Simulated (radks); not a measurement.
Results of a calculation; reference values are marked as such.
Q: All-electron atom: a nucleus of charge 25.9 with 25 electrons in [Ar] 3d6 4s1. Code: a radial shooting solver on a logarithmic mesh with Libxc functionals. Model: scalar-relativistic Kohn-Sham, SCAN, spin-unpolarised, spherical densities, finite nucleus; meta-GGA in the generalised Kohn-Sham scheme; Fermi nuclear charge, rms radius 3.7377 fm. Some entries of the table are withheld. Estimate them.

orbital  occ.  eigenvalue (eV)  r(max) (bohr)
1s          2        -6972.678        0.03843
2s          2        -828.6163         0.2230
2p          6        -705.1524         0.1807
3s          2        -103.7282         0.7044
3p          6              (1)            (2)
3d          6         -14.4895         0.7212
4s          1         -11.4171            (3)

A: 
(1) 3p eigenvalue (eV): -68.5855
(2) 3p r(max) (bohr): 0.7183
(3) 4s r(max) (bohr): 2.340
